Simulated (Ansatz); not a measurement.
A structure relaxed at PBE0-D4/def2-TZVP, charge 0, multiplicity 1:

```xyz
13

O    -2.256    0.540   -0.379
B    -0.910    0.877   -0.291
O    -0.664    2.221   -0.544
O    -0.072   -0.015   -1.286
C     0.797   -0.869   -0.940
C     1.155   -1.127    0.373
C     0.526   -0.386    1.359
O    -0.357    0.493    1.135
H    -2.435   -0.384   -0.209
H     0.260    2.462   -0.483
H     1.271   -1.411   -1.762
H     1.904   -1.866    0.616
H     0.780   -0.534    2.411
```

(1) Give its formula and SMILES.

(2) Point group (tolerance 0.08 Å, 0.16 Å for H)?

(3) Summarise the bond lengths by kind.

Results:

(1) C3H5BO4, `O[B-]1(O)OC=CC=[O+]1`.

(2) C2v.

(3) 4 × B–O 1.390 to 1.577 Å; 2 × H–O 0.957 Å; 2 × C–O 1.266 Å; 2 × C–C 1.385 Å; 3 × C–H 1.079 to 1.092 Å.

Computed with Ansatz.
